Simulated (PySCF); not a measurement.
Computed with r2SCAN-D4/def2-TZVP // r2SCAN-D4/def2-SVP in PySCF. Isolated molecules, 0 K electronic values unless said otherwise. One relaxed conformer stands for a flexible species; it need not be the lowest. 

Reference species (SMILES): `CO[Si](N)(N)N` (neutral, multiplicity 1).

* **HOMO–LUMO gap**: 6.36 eV
* **S1 oscillator strength**: 0.027

Changed species: `CO[Si](N)(N)OC` (2 of 4 NH2 replaced by OCH3; the reference has 1 of 4 NH2 replaced by OCH3).

Problem. Give the shifts of the HOMO–LUMO gap and S1 oscillator strength.

Solution. the HOMO–LUMO gap goes up by 0.50 eV, to 6.86 eV; the S1 oscillator strength goes up by 0.011, to 0.038.
